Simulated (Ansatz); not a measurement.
F$_{4}$Sn, charge -1, sextet, geometry from GFN2-xTB of the parent state (such geometries of metal compounds can be far from the true shape) (a state made from the parent by changing its charge; the spin is typed, not shown lowest) (core potentials on Sn) (a gas-phase anion, which may not be bound at this level); PBE/def2-SVP (Ansatz, a first-principles code).

Here is a job for Ansatz.
Ansatz 0.2 input:
```yaml
crystal:
  periodic: [false, false, false]
  atoms:
    - {symbol: F, position_ang: [-1.14349714, -1.78303274, -0.87539354]}
    - {symbol: Sn, position_ang: [0.00000000, 0.00000000, 0.00000000]}
    - {symbol: F, position_ang: [-1.36890091, 1.83770533, 0.04532888]}
    - {symbol: F, position_ang: [0.67888066, -0.49971285, 2.13131729]}
    - {symbol: F, position_ang: [1.83351739, 0.44504026, -1.30125264]}
basis:
  gaussian:
    orbitals: def2-SVP
hamiltonian:
  xc: pbe
total_charge: -1
magnetization: {spin_polarized: true, initial_magnetization: 5}
```

What the program printed (banner, timings and long lists left out):

```
Functional definition: PBE
883 factors; their error is unknown
mean field evaluation 1: about -16669.2438 eV, gradient 1.8e1 eV
mean field evaluation 2: about -16648.9603 eV, gradient 6.6e1 eV
mean field evaluation 4: about -16659.1203 eV, gradient 4.2e1 eV
mean field evaluation 8: about -16670.6500 eV, gradient 5.4e-1 eV
mean field evaluation 16: about -16670.7677 eV, gradient 1.6e-1 eV
mean field evaluation 32: about -16670.7726 eV, gradient 3.2e-4 eV
mean field evaluation 64: about -16670.6746 eV, gradient 5.6e-6 eV
mean field evaluation 96: about -16670.7523 eV, gradient 3.3e-5 eV
mean field evaluation 128: about -16670.6746 eV, gradient 2.1e-4 eV
mean field evaluation 160: about -16670.7615 eV, gradient 2.5e-1 eV
mean field evaluation 192: about -16670.7708 eV, gradient 8.6e-2 eV
mean field evaluation 224: about -16670.7654 eV, gradient 5.3e-5 eV
mean field evaluation 256: about -16670.7727 eV, gradient 4.8e-6 eV
mean field evaluation 288: about -16670.7451 eV, gradient 1.4e-1 eV
mean field evaluation 320: about -16670.7448 eV, gradient 5.3e-1 eV
mean field evaluation 352: about -16670.7474 eV, gradient 6.5e-2 eV
mean field evaluation 384: about -16670.7459 eV, gradient 3.6e-1 eV
mean field evaluation 416: about -16670.7536 eV, gradient 1.7e0 eV
mean field evaluation 448: about -16670.6973 eV, gradient 2.0e-1 eV
mean field evaluation 480: about -16670.7654 eV, gradient 1.9e-3 eV
mean field -16670.77265390 eV, -612.6395951751 hartree, gradient 2.5e-6 eV, S^2 8.753554; 20 other end points of the search recorded, 0 dependent functions left out
reference -16670.77270080 eV, -612.6395968989 hartree; 32, 27 occupied and 50, 55 virtual orbitals, 883 factors
Total energy: -16670.77270080 eV, -612.6395968989 hartree
```
